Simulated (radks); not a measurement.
Species: Yb. Configuration: [Xe] 4f13 6s2 6p1 (not the ground configuration). Calculated with a radial shooting solver on a logarithmic mesh with Libxc functionals: Dirac Kohn-Sham, PBEsol, spin-unpolarised, spherical densities, finite nucleus; open shells fill j = l - 1/2 first; Fermi nuclear charge, rms radius 5.3108 fm.

Normalised radial functions P(r) = r R(r) (large component), r in bohr:

| r | 5p1/2 | 5p3/2 | 4f7/2 |
|---|---|---|---|
| 0.001873 | 0.0091 | 0.0026 | 0.0000 |
| 0.002559 | 0.0133 | 0.0047 | 0.0000 |
| 0.003524 | 0.0199 | 0.0085 | 0.0000 |
| 0.004853 | 0.0302 | 0.0150 | 0.0000 |
| 0.006683 | 0.0459 | 0.0260 | 0.0000 |
| 0.009203 | 0.0694 | 0.0441 | 0.0000 |
| 0.01267 | 0.1030 | 0.0722 | 0.0001 |
| 0.01745 | 0.1472 | 0.1122 | 0.0004 |
| 0.02404 | 0.1966 | 0.1622 | 0.0013 |
| 0.03284 | 0.2340 | 0.2088 | 0.0038 |
| 0.04522 | 0.2293 | 0.2263 | 0.0112 |
| 0.06227 | 0.1393 | 0.1699 | 0.0310 |
| 0.08576 | -0.0519 | 0.0092 | 0.0790 |
| 0.1181 | -0.2710 | -0.2106 | 0.1823 |
| 0.1626 | -0.3308 | -0.3236 | 0.3714 |
| 0.224 | -0.0710 | -0.1426 | 0.6510 |
| 0.3084 | 0.3616 | 0.2683 | 0.9566 |
| 0.4214 | 0.4931 | 0.4850 | 1.1508 |
| 0.5803 | 0.0502 | 0.1683 | 1.1345 |
| 0.7991 | -0.6386 | -0.4845 | 0.9243 |
| 1.101 | -0.9960 | -0.9248 | 0.6360 |
| 1.516 | -0.8368 | -0.8729 | 0.3718 |
| 2.087 | -0.4408 | -0.5157 | 0.1820 |
| 2.874 | -0.1449 | -0.1944 | 0.0732 |
| 3.958 | -0.0274 | -0.0439 | 0.0231 |
| 5.407 | -0.0027 | -0.0054 | 0.0053 |
| 7.447 | -0.0001 | -0.0003 | 0.0007 |
| 10.26 | 0.0000 | 0.0000 | 0.0000 |
| 14.12 | 0.0000 | 0.0000 | 0.0000 |

5p1/2: eigenvalue -38.554 eV, 3 radial nodes at r = 0.0796, 0.236, 0.594 bohr, <r> = 1.33 bohr, 90 % of the charge inside 1.96 bohr. 5p3/2: eigenvalue -31.986 eV, 3 radial nodes at r = 0.0870, 0.252, 0.634 bohr, <r> = 1.44 bohr, 90 % of the charge inside 2.12 bohr. 4f7/2: eigenvalue -11.889 eV, 0 radial nodes, <r> = 0.745 bohr, 90 % of the charge inside 1.28 bohr.
